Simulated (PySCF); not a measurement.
FGeH5Si, SMILES F[SiH2][GeH3]. Geometry: B3LYP-D3(BJ)/def2-SVP. This is a generated structure with no PubChem entry under its InChIKey; it may be hypothetical.

These are B3LYP-D3(BJ)/def2-SVP (PySCF) values and carry that method's errors.

Harmonic wavenumbers (cm⁻¹): 89, 146, 346, 352, 471, 587, 744, 788, 851, 879, 883, 920, 958, 2117, 2129, 2133, 2223, 2232. Rotational constants (GHz): 14.82, 2.176, 1.990; symmetry number 1.

Problem. Work out the zero-point energy and the ideal-gas rigid-rotor harmonic-oscillator thermochemistry at 298.15 K and 1 atm.

Solution. ZPE = ½ Σ hcν = ½ × 18848 cm⁻¹ = 26.95 kcal/mol. H − E(el) = 31.20 kcal/mol. Entropy in cal/(mol K): translation 40.38, rotation 26.02, vibration 11.13, total 77.53. G − E(el) = 8.08 kcal/mol. Cp = 21.31 cal/(mol K). Modes under 150 cm⁻¹ make the vibrational entropy uncertain.
